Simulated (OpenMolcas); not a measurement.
Ru3+.

```json
{"Program": "OpenMolcas", "Basis": "ANO-RCC-VTZP [7s6p4d2f1g]", "Scalar Hamiltonian": "DKH2, point nucleus", "Active space": "5 electrons in 10 orbitals (4d 5d)", "State averaging": "2S+1 = 6 even, 1 root; 2S+1 = 4 even, 24 roots; 2S+1 = 2 even, 67 roots", "Spin-orbit coupling": "state interaction with AMFI integrals over the reference wave functions, term energies averaged over their components"}
```

Two sets of levels on these reference wave functions, in cm⁻¹ above 4d⁵ ⁶S_5/2: one from CASSCF and one from MS-CASPT2, IPEA 0.25 Eh, imaginary shift 0.1 Eh (closed shells correlated: 4s 4p).

| Level | Set 1 | Set 2 |
| --- | --- | --- |
| 4d⁵ ⁶S_5/2 | 0.0 | 0.0 |
| 4d⁵ ⁴G_5/2 | 23940 | 26880 |
| 4d⁵ ⁴G_7/2 | 24190 | 27110 |
| 4d⁵ ⁴G_11/2 | 24320 | 27220 |
| 4d⁵ ⁴G_9/2 | 24350 | 27250 |
| 4d⁵ ⁴P_5/2 [57 %] | 26390 | 30350 |
| 4d⁵ ⁴P_3/2 [60 %] | 26820 | 30760 |
| 4d⁵ ⁴P_1/2 [72 %] | 27510 | 31310 |
| 4d⁵ ⁴D_7/2 | 28720 | 33390 |
| 4d⁵ ⁴D_1/2 [73 %] | 29500 | 33970 |
| 4d⁵ ⁴D_3/2 [60 %] | 30060 | 34400 |
| 4d⁵ ⁴D_5/2 [59 %] | 30060 | 34410 |
| 4d⁵ ²I_11/2 | 35430 | 38690 |
| 4d⁵ ²I_13/2 | 35970 | 39180 |
| 4d⁵ ²D_5/2(1) [51 %] | 37510 | 42410 |
| 4d⁵ ²D_3/2(1) [55 %] | 38240 | 43480 |

Q: Which set is which?

A: Set 1 is MS-CASPT2. Its levels of the other terms of 4d⁵ lie at 0.86 to 0.92 of the other set's values, as expected, since terms of lower spin or lower L gain more correlation energy than the Hund ground term.

Term energies are means over components that CASPT2 splits; among the terms shown or strongly mixed into the levels shown the widest spread is 950 cm-1 (4d⁵ ²I, MS-CASPT2). Active for correlation alone: 5d; no level in the range computed is led by a configuration that fills it, so any true level of that kind is missing. Without dynamic correlation excited terms often stand tens of per cent too high (terms of higher spin than the ground term too low), and those without a measured partner can miss by more than the paired ones (holds for CASSCF). The CASPT2 spread within a term exceeds the gap to the next term for 4d⁵ ²D(1) and 4d⁵ ⁴F, so the order of their levels is uncertain, and so are names and mixing where such terms share a J (holds for MS-CASPT2). Only configurations of the active space appear. Levels that lie high or do not pair safely by name in every column are left out.

A share in square brackets marks a mixed level and gives the weight of the term that names it, the lowest over the columns. A number in round brackets counts repeated terms of one configuration in the order of the reference energies.
